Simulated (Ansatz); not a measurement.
Mulliken charges of `N[SiH]([O])Cl` radical from r2SCAN/def2-TZVPP in Ansatz (PBE0-D4/def2-TZVP geometry).

| atom | x (Å) | y (Å) | z (Å) | charge (e) |
| --- | --- | --- | --- | --- |
| N1 | -1.011 | 0.012 | 0.276 | -0.345 |
| Si2 | 0.650 | 0.124 | -0.140 | 0.694 |
| O3 | 1.158 | -1.336 | 0.364 | -0.368 |
| Cl4 | 0.872 | 0.356 | -2.155 | -0.244 |
| H5 | -1.299 | 0.206 | 1.223 | 0.177 |
| H6 | -1.573 | -0.716 | -0.142 | 0.181 |
| H7 | 1.265 | 1.286 | 0.528 | -0.095 |

By hand: the dipole of these point charges (1 e Å = 4.8032 D).

Σ q r = (-0.474, 0.271, 0.340) e Å, of length 0.643 e Å = 3.09 D.

How does the dipole of the full density compare? (Estimate.)

The calculation gave: (-0.529, 0.224, 0.249) e Å, 3.01 D; the point charges give 1.03 times that, at 10° from its direction.

Point charges leave out the atoms' own dipoles, such as those of lone pairs, and Mulliken's split depends on the basis, so the close match here is no proof of good charges.
